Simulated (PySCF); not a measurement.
# Nuclear repulsion and electron count by hand

System: acetylene (C2H2), singlet, at a GFN2-xTB geometry. Level: DF-B3LYP/def2-TZVPD in PySCF. Sums are taken with unrounded values, so a last digit can differ.

Coordinates (Å):

```
atom        x        y         z
----  -------  -------  --------
C1    0.00000  0.00000  -0.59686
C2    0.00000  0.00000   0.59686
H3    0.00000  0.00000   1.64657
H4    0.00000  0.00000  -1.64657
```

Problem. Work out the nuclear repulsion energy and the numbers of alpha and beta electrons.

Solution. In atomic units each pair adds Z_i Z_j / r_ij, with r in bohr (1 bohr = 0.529177 Å).
| pair | r (Å) | r (bohr) | Z_i Z_j | term (Eh) |
|---|---|---|---|---|
| C1-C2 | 1.1937 | 2.2558 | 36 | 15.9588 |
| C1-H3 | 2.2434 | 4.2395 | 6 | 1.4153 |
| C1-H4 | 1.0497 | 1.9837 | 6 | 3.0247 |
| C2-H3 | 1.0497 | 1.9837 | 6 | 3.0247 |
| C2-H4 | 2.2434 | 4.2395 | 6 | 1.4153 |
| H3-H4 | 3.2931 | 6.2232 | 1 | 0.1607 |
The sum is 24.9994 Eh; PySCF gives 24.9994 Eh. The atomic numbers add up to 14, so at charge +0 there are 14 electrons; multiplicity 1 means 0 unpaired, so 7 alpha and 7 beta.
